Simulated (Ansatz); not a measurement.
Program: Ansatz. Geometries: PBE0-D4/def2-TZVP. ΔE: electronic, gas phase. CCSD(T)/CBS is the MP2 limit (def2-TZVPP, def2-QZVPP) plus CCSD(T) − MP2 in def2-TZVPP, frozen cores. This one scheme is used for every species. Functionals use def2-TZVPP. For Zn outer-core shells are correlated without core-valence functions, which leaves a few kJ/mol of doubt a bond. Scalar relativity is left out up to krypton. One conformer a species, not always the lowest.

`[NH2][Zn][AlH][F]` + H₂S → `[NH2][Zn][SH]` + `[F][AlH2]`  (cleavage of the Zn–Al bond)

```tsv
level	ΔE (kJ/mol)	difference from CCSD(T)/CBS
PBE-D4	-45.6	15.3
BLYP-D4	-48.3	12.6
PBE0-D4	-51.7	9.2
r2SCAN0-D4	-59.1	1.8
PBE	-44.8	16.1
revPBE	-44.7	16.2
BLYP	-46.2	14.7
BHLYP	-57.6	3.3
MP2/def2-SVP	-60.7	0.2
CCSD(T)/def2-SVP	-51.3	9.6
CCSD(T)/CBS	-60.9	0
```

Largest T1 diagnostic among the species: 0.016.

From BLYP to BHLYP (50 % exact exchange), in def2-TZVPP and without D4, ΔE moves by −11.4 kJ/mol. Leaving LDA and LC-ωPBE aside and taking each functional with its dispersion term where it has one, the values, not all of them listed here, spread over 16.8 kJ/mol, from B97M-V to PBE-D4. At CCSD(T), def2-SVP lies +9.6 kJ/mol from the extrapolated value and def2-TZVPP +3.9 kJ/mol.
